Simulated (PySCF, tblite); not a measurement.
Isomers of C4H8O3Si2. All values are computed: GFN2-xTB (tblite) harmonic vibrations without scaling, gas phase. This tight-binding method is rough: wavenumbers can miss measured ones by several per cent, in bad cases by 10 to 20. Modes of hydrogen on silicon can be 10 to 20 % off. One conformer each.

Electronic energies: PBE0/pcSseg-1 single points on the GFN2-xTB geometries (PySCF, gas phase).

| SMILES | electronic energy, lowest = 0 (kcal/mol) |
| --- | --- |
| C=C[C@H]1O[SiH2][SiH2]OC1=O | 49.0 |
| C=C[C@@H]1[SiH2]O[SiH2]OC1=O | 0.0 |
| O=C=C(C=O)[C@@H]([SiH3])O[SiH3] | 88.4 |

**Question.** How do GFN2-xTB zero-point energies change the relative energies?

**Answer.** 
```json
{"SMILES": "C=C[C@@H]1[SiH2]O[SiH2]OC1=O", "ZPE (kcal/mol)": "69.5", "of it from modes above 1550 cm⁻¹": "35.9", "electronic (kcal/mol)": "0.0", "with ZPE, lowest = 0 (kcal/mol)": "0.0", "lowest mode (cm⁻¹)": "53", "rings": "1"}
{"SMILES": "C=C[C@H]1O[SiH2][SiH2]OC1=O", "ZPE (kcal/mol)": "68.6", "of it from modes above 1550 cm⁻¹": "35.1", "electronic (kcal/mol)": "49.0", "with ZPE, lowest = 0 (kcal/mol)": "48.1", "lowest mode (cm⁻¹)": "26", "rings": "1"}
{"SMILES": "O=C=C(C=O)[C@@H]([SiH3])O[SiH3]", "ZPE (kcal/mol)": "64.0", "of it from modes above 1550 cm⁻¹": "33.4", "electronic (kcal/mol)": "88.4", "with ZPE, lowest = 0 (kcal/mol)": "83.0", "lowest mode (cm⁻¹)": "18i", "rings": "0"}
```

The zero-point energies span 5.5 kcal/mol, from `O=C=C(C=O)[C@@H]([SiH3])O[SiH3]` to `C=C[C@@H]1[SiH2]O[SiH2]OC1=O`. Slightly imaginary modes are left out of the zero-point energy: `O=C=C(C=O)[C@@H]([SiH3])O[SiH3]` 18.0i cm⁻¹. The order is unchanged.

**Question.** And how do the electronic energies of GFN2-xTB itself compare?

**Answer.** `C=C[C@@H]1[SiH2]O[SiH2]OC1=O` 0.0; `C=C[C@H]1O[SiH2][SiH2]OC1=O` 49.1; `O=C=C(C=O)[C@@H]([SiH3])O[SiH3]` 89.6 kcal/mol, lowest = 0. Against the energies above, taken from the same isomer `C=C[C@@H]1[SiH2]O[SiH2]OC1=O`, the largest difference is 1.2 kcal/mol.
